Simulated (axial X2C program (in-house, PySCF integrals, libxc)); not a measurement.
# Worked dissociation energy of AsH⁺: r2SCAN, spin-free

Computed with an in-house all-electron X2C program for linear molecules (integrals from PySCF). Spin-free means the one-electron spin-free X2C Hamiltonian. Basis: As dyall-cv3z [9s9p6d4f1g], H dyall-v3z [6s2p1d] (cores contracted in-house); Gaussian nuclei, density fitting, unrestricted open shells. Masses: As 74.922 u, H 1.008 u.

Molecular state: M_S = 1/2, Λ = 1 (beyond evenly filled blocks: π+α).

```
E(As+) (2M_S = 2, M_L = 0) : -2260.398463 hartree
E(H) (2M_S = 1, M_L = 0)   : -0.500174 hartree
E(AsH⁺) at Re              : -2261.007867 hartree
ωe                         : 2175.5 cm⁻¹
ωexe                       : 32.9 cm⁻¹
```

Question: Work out De and D0.

Answer: De = -2260.398463 + (-0.500174) − (-2261.007867) = 0.10923 hartree = 2.972 eV. The zero-point energy is ωe/2 − ωexe/4 = 1080 cm⁻¹ = 0.134 eV, so D0 = 2.838 eV.

The state is a single determinant with fixed occupations, the lowest that a limited PBE0 search found. Dissociation energies refer to the lowest single-determinant-based atoms at the same level and basis. Without a current term, density functionals place determinants with orbital angular momentum somewhat too high. Spin-free De lacks the spin–orbit lowering of the heavy p-block atom, a tenth of an eV or more for 4p and 5p, up to an eV for 6p and one to two eV for 7p atoms, less what an open-shell molecule gains itself.

Each atomic determinant is the lowest at this level and need not be a pure term. Totals compare only within one Hamiltonian and basis.
